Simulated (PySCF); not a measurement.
4,5-dihydro-1,3-oxazol-2-ylsilane (C3H7NOSi), SMILES [SiH3]C1=NCCO1. The structure is a stationary point at r2SCAN-D4/def2-SVP. Other conformers were not sampled.

Computed equilibrium geometry at r2SCAN-D4/def2-SVP (PySCF confirms it by a frequency run) as Cartesian coordinates in Å, and its point group (one conformer of several):
point group Cs.
```xyz
13

Si     0.0032     2.1104     0.0000
C      0.0985     0.2201     0.0000
N      1.1753    -0.4665     0.0000
C      0.7749    -1.8773     0.0000
C     -0.7708    -1.8578     0.0000
O     -1.0927    -0.4466     0.0000
H     -0.7402     2.5569    -1.2136
H     -0.7402     2.5569     1.2136
H      1.3854     2.6565     0.0000
H      1.1977    -2.3815     0.8856
H      1.1977    -2.3815    -0.8856
H     -1.2230    -2.3125     0.8955
H     -1.2230    -2.3125    -0.8955
```
